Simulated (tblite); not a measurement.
C₆H₁₀BClSi.
Bonds: C1–B2, B2–C3, B2–C4, C4–C5 (double), C5–C6, C6–C7 (double), C7–Cl8, C7–Si9, C4–Si9. Hydrogens: H10, H11, H12 on C1; H13, H14, H15 on C3; H16 on C5; H17 on C6; H18, H19 on Si9.

Computed with GFN2-xTB (tblite), gas phase: L-BFGS steps from a force-field or distance-geometry start until the largest atomic force falls under 0.01 eV/Å.

The end geometry, which sets the zero of energy:
```
atom  x, y, z in Å
C1     -2.2349   -1.1943    0.3097
B2     -1.2837   -0.0042   -0.1079
C3     -1.9004    1.2946   -0.7664
C4      0.2446   -0.0795    0.0846
C5      0.8806   -0.7704    1.0638
C6      2.3243   -0.7314    1.1242
C7      2.9030    0.0223    0.1768
Cl8     4.6010    0.1961    0.0274
Si9     1.5729    0.8134   -0.9313
H10    -3.1498   -0.8407    0.7818
H11    -2.5476   -1.7288   -0.5878
H12    -1.7742   -1.9275    0.9670
H13    -1.9019    2.1059   -0.0381
H14    -2.9267    1.1719   -1.1046
H15    -1.3035    1.6460   -1.6065
H16     0.3506   -1.3333    1.8203
H17     2.8601   -1.2821    1.8833
H18     1.5720    2.2679   -0.7815
H19     1.7040    0.3832   -2.3223
```

Question: These geometries come from the run, each turned onto the end geometry. Order them by energy, lowest first.
A.
```
atom  x, y, z in Å
C1     -2.1838   -1.2501    0.1860
B2     -1.3005    0.0308   -0.0841
C3     -1.9280    1.3755   -0.6286
C4      0.2248   -0.0362    0.1233
C5      0.8567   -0.6812    1.1334
C6      2.3025   -0.6831    1.1676
C7      2.8814   -0.0206    0.1547
Cl8     4.5800    0.0751   -0.0521
Si9     1.5571    0.7432   -0.9794
H10    -3.2260   -1.0267    0.4017
H11    -2.1788   -1.8707   -0.7115
H12    -1.7900   -1.8744    0.9855
H13    -1.8290    2.1645    0.1171
H14    -2.9827    1.3071   -0.8840
H15    -1.3858    1.7292   -1.5050
H16     0.3232   -1.1799    1.9310
H17     2.8358   -1.1984    1.9533
H18     1.6107    2.2044   -0.9807
H19     1.6229    0.2006   -2.3356
```
B.
```
atom  x, y, z in Å
C1     -2.2107   -1.2846    0.0326
B2     -1.3017   -0.0095   -0.1703
C3     -1.9219    1.4284   -0.3512
C4      0.2323   -0.1265   -0.0704
C5      0.8122   -0.6450    1.0371
C6      2.2468   -0.5670    1.1835
C7      2.8761    0.0312    0.1633
Cl8     4.5844    0.2487    0.1134
Si9     1.6196    0.5529   -1.1743
H10    -3.2806   -1.0931   -0.0158
H11    -1.9816   -2.0414   -0.7161
H12    -2.0032   -1.7500    0.9958
H13    -1.6395    2.0476    0.4996
H14    -3.0052    1.4604   -0.4321
H15    -1.5090    1.9167   -1.2298
H16     0.2414   -1.0719    1.8466
H17     2.7428   -0.9339    2.0679
H18     1.6114    2.0057   -1.3582
H19     1.8768   -0.1595   -2.4296
```
C.
```
atom  x, y, z in Å
C1     -2.2229   -1.2198    0.2544
B2     -1.2925    0.0092   -0.0918
C3     -1.9062    1.3302   -0.7036
C4      0.2352   -0.0701    0.1008
C5      0.8740   -0.7260    1.1009
C6      2.3195   -0.7067    1.1436
C7      2.8948    0.0123    0.1675
Cl8     4.5928    0.1550   -0.0168
Si9     1.5628    0.7748   -0.9568
H10    -3.2061   -0.9219    0.6088
H11    -2.3921   -1.7926   -0.6561
H12    -1.7915   -1.9085    0.9750
H13    -1.8652    2.1326    0.0314
H14    -2.9453    1.2363   -1.0080
H15    -1.3265    1.6775   -1.5572
H16     0.3488   -1.2502    1.8873
H17     2.8591   -1.2538    1.9032
H18     1.5748    2.2316   -0.8580
H19     1.6767    0.2993   -2.3322
```
D.
```
atom  x, y, z in Å
C1     -2.2060   -1.2707    0.0046
B2     -1.2998    0.0193   -0.0983
C3     -1.9171    1.4398   -0.4181
C4      0.2251   -0.0895    0.1034
C5      0.8694   -0.6483    1.1530
C6      2.3173   -0.5997    1.1914
C7      2.8865    0.0260    0.1512
Cl8     4.5874    0.1963   -0.0244
Si9     1.5467    0.5921   -1.0760
H10    -3.2719   -1.0740   -0.0808
H11    -1.9457   -1.9857   -0.7758
H12    -2.0334   -1.7853    0.9492
H13    -1.7072    2.1353    0.3941
H14    -2.9939    1.4347   -0.5705
H15    -1.4544    1.8670   -1.3072
H16     0.3494   -1.0905    1.9921
H17     2.8609   -1.0376    2.0151
H18     1.5307    2.0388   -1.2814
H19     1.6462   -0.1588   -2.3290
```
E.
```
atom  x, y, z in Å
C1     -2.1719   -1.2580    0.0052
B2     -1.2724   -0.0597   -0.5103
C3     -1.9023    1.3875   -0.3714
C4      0.2144   -0.1069   -0.1442
C5      0.7346   -0.6170    1.0180
C6      2.1847   -0.5394    1.1869
C7      2.8808    0.0424    0.1687
Cl8     4.5983    0.2441    0.1542
Si9     1.6499    0.5513   -1.1416
H10    -3.2318   -0.9703    0.0411
H11    -2.0472   -2.0950   -0.6793
H12    -1.8030   -1.5498    1.0124
H13    -1.4951    1.7755    0.5845
H14    -2.9943    1.3717   -0.2689
H15    -1.5547    2.0013   -1.2032
H16     0.1033   -1.0491    1.7670
H17     2.6775   -0.9052    2.0455
H18     1.5871    1.9777   -1.3125
H19     1.8326   -0.1918   -2.3596
```

Answer: C (0.002 eV), A (0.009 eV), D (0.028 eV), B (0.068 eV), E (0.624 eV).

In the order of the answer:

```json
{"step": "120", "E above end (eV)": "0.002", "largest force (eV/Å)": "0.06", "rms force component (eV/Å)": "0.022", "rms distance from end (Å)": "0.088", "rms bond change (Å)": "0.001", "bond most changed (Å)": "Si9–H19 -0.002"}
{"step": "109", "E above end (eV)": "0.009", "largest force (eV/Å)": "0.05", "rms force component (eV/Å)": "0.015", "rms distance from end (Å)": "0.195", "rms bond change (Å)": "0.001", "bond most changed (Å)": "C4=C5 -0.002"}
{"step": "41", "E above end (eV)": "0.028", "largest force (eV/Å)": "0.05", "rms force component (eV/Å)": "0.015", "rms distance from end (Å)": "0.413", "rms bond change (Å)": "0.002", "bond most changed (Å)": "C7–Cl8 +0.005"}
{"step": "23", "E above end (eV)": "0.068", "largest force (eV/Å)": "0.19", "rms force component (eV/Å)": "0.057", "rms distance from end (Å)": "0.453", "rms bond change (Å)": "0.003", "bond most changed (Å)": "C7–Cl8 +0.009"}
{"step": "1", "E above end (eV)": "0.624", "largest force (eV/Å)": "2.22", "rms force component (eV/Å)": "0.528", "rms distance from end (Å)": "0.495", "rms bond change (Å)": "0.018", "bond most changed (Å)": "C7–Si9 -0.035"}
```

The cost below is that of the whole relaxation. Time: 1.1 s. Hardware: one thread of an Arm Neoverse V2, no GPU, on a shared host.
